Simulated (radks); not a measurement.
Problem. All-electron atom: Li I in [He] 2s1. Method: non-relativistic Kohn-Sham, PBEsol, spin-polarised, spherical densities, point nucleus; open shells are filled with parallel spins first; computed with a radial shooting solver on a logarithmic mesh with Libxc functionals. Some entries of the table are withheld. Estimate them.

orbital,occ.,eigenvalue (eV),<r^2> (bohr^2)
1s up,1,-51.2269,(1)
1s down,1,-51.0244,(2)
2s up,1,-3.1613,17.22
2p up,0,(3),27.89

Solution. 
(1) 1s up <r^2> (bohr^2): 0.4690
(2) 1s down <r^2> (bohr^2): 0.4686
(3) 2p up eigenvalue (eV): -1.2954
